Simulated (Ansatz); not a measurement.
## Forces away from equilibrium

AsH$_{3}$SO (SMILES OS[AsH2]), closed shell, displaced at random from a GFN2-xTB minimum.

```
6
angstrom
O -0.7199 -1.1871 -0.5761
S -1.2764 0.4204 -0.4664
As 0.6883 1.4391 0.2551
H -1.2069 -1.7986 0.1102
H 1.5631 0.5532 -0.6667
H 0.9063 0.4931 1.4123
```

Ansatz 0.2.0; basis: def2-TZVPP; cores frozen in the correlated methods. Filled d shells of the heavier atoms are correlated. The def2 sets are not built for correlating such inner shells, so the correlated values are less sure here.

CCSD(T) forces from the calculation:
```csv
atom,Fx,Fy,Fz (eV/Å)
O1,-1.464,-1.544,1.562
S2,1.005,-0.293,0.429
As3,-0.466,-0.679,-0.650
H4,1.278,2.158,-1.758
H5,-0.315,0.396,0.266
H6,-0.037,-0.038,0.151
```

(1) Which atom feels the largest CCSD(T) force, and how large is it?

No T1 diagnostic of these runs exceeds 0.014. These are differences at one structure, and CCSD(T) in triple zeta is itself an approximation.

Answers

(1) H4, 3.06 eV/Å, along (0.42, 0.70, -0.57).

Root-mean-square difference of the force components from those of CCSD(T): PBE0-D4 0.169; wB97M-V 0.118; r2SCAN-D4 0.094; PBE-D4 0.263; CAM-B3LYP-D4 0.139; wB97X-V 0.155 eV/Å.

For scale, one of the runs: CCSD(T)/def2-TZVPP forces, 163 basis functions (an equivalent command: `ansatz run in.yaml --threads 4`). Hardware: 4 CPU threads, shared host. Wall time 82 s; peak host memory 2.2 GiB.
